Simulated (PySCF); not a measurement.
# C2H5BS2: core ionisation energies

Species: C2H5BS2.
Numbering: `[BH:1]1[S:2][CH2:3][CH2:4][S:5]1`

Cartesian coordinates in Å at the PBE0-D3(BJ)/def2-SVP level; atoms count from 1:
```
atom  x, y, z in Å
B1     1.7956    0.0520   -0.0650
S2     0.8486   -1.1662   -0.9657
C3    -0.7491   -0.7538   -0.1674
C4    -0.7779    0.7120    0.2101
S5     0.8437    1.2155    0.9002
H6     2.9959    0.0863   -0.1056
H7    -0.8510   -1.3959    0.7213
H8    -1.5601   -1.0029   -0.8677
H9    -0.9749    1.3458   -0.6686
H10   -1.5532    0.9164    0.9634
```

The calculation used PySCF, delta-SCF UKS SCAN, pcX-2 on the ionised atom, pcseg-1 elsewhere, spin-free X2C. Vertical ΔSCF values, vacuum level as zero.

**Question.** What binding energy does each computed site have?

**Answer.** 
| atom(s) | environment | level | binding energy (eV) | count |
| --- | --- | --- | --- | --- |
| S2/S5 | sulfur bonded to B and C | S 1s | 2477.05 | 2 |
| C3/C4 | sp3 carbon bound to sulfur | C 1s | 291.75 | 2 |
| B1 | three-coordinate boron | B 1s | 195.95 | 1 |

**Question.** Which effective nuclear charge Zeff reproduces each element's mean 1s value in the hydrogen-like formula E = 13.606 eV × Zeff²?

**Answer.** B (Z = 5): mean 196.0 eV, Zeff = 3.80, Z − Zeff = 1.20; C (Z = 6): mean 291.7 eV, Zeff = 4.63, Z − Zeff = 1.37; S (Z = 16): mean 2477.1 eV, Zeff = 13.49, Z − Zeff = 2.51. Means run over the listed sites, weighted by atom count.

Atoms equivalent by their bonding share one computed value, that of the first of them. Not every level is listed. One conformer (not necessarily the lowest) at the PBE0-D3(BJ)/def2-SVP geometry, without solvent, vibrations or thermal averaging.
